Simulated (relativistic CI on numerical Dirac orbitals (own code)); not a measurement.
**Charge states of nitrogen**

These numbers are calculated, not measured: Dirac-Coulomb-Breit CI, KLI orbitals optimised for each configuration, model QED (radiative potential, 1s self-energy scaled to tabulated hydrogen-like ionisation energies), valence Slater integrals scaled by 0.9 (own radial code, finite nucleus).

Each species is treated in one configuration, given outside its closed core. Radial values are for the open shell of highest l, unscaled and averaged over j; ζ includes the Breit term. Labels give the leading LS character, summed over repeated terms.

| Ion | Configuration | Its lowest level | LS weight (%) | ζ (cm⁻¹) | ⟨r⟩ (bohr) | ⟨r²⟩ (bohr²) | Next level | E (cm⁻¹) |
| --- | --- | --- | --- | --- | --- | --- | --- | --- |
| N | 2s²2p³ | ? | ? | ? | ? | ? | ? | ? |
| N+ | 2s²2p² | ³P0 | 100 | 92.61 | 1.268 | 2.019 | ³P1 | 48.764 |
| N2+ | 2s²2p | ²P°1/2 | 100 | 117.3 | 1.137 | 1.596 | ²P°3/2 | 176.57 |
| N3+ | 2s² | ¹S0 | 100 |  |  |  |  |  |
| N4+ | 2s | ²S1/2 | 100 |  | 1.051 | 1.291 |  |  |
| N5+ | 1s² | ¹S0 | 100 |  |  |  |  |  |

Problem. Fill in the row of N.

Solution. Its lowest level ⁴S°3/2; LS weight (%) 100; ζ (cm⁻¹) 71.81; ⟨r⟩ (bohr) 1.456; ⟨r²⟩ (bohr²) 2.751; Next level ²D°5/2; E (cm⁻¹) 20154.

With one configuration, terms of near-neutral atoms and ions can be 10 to 25 % off, and close levels can change places.
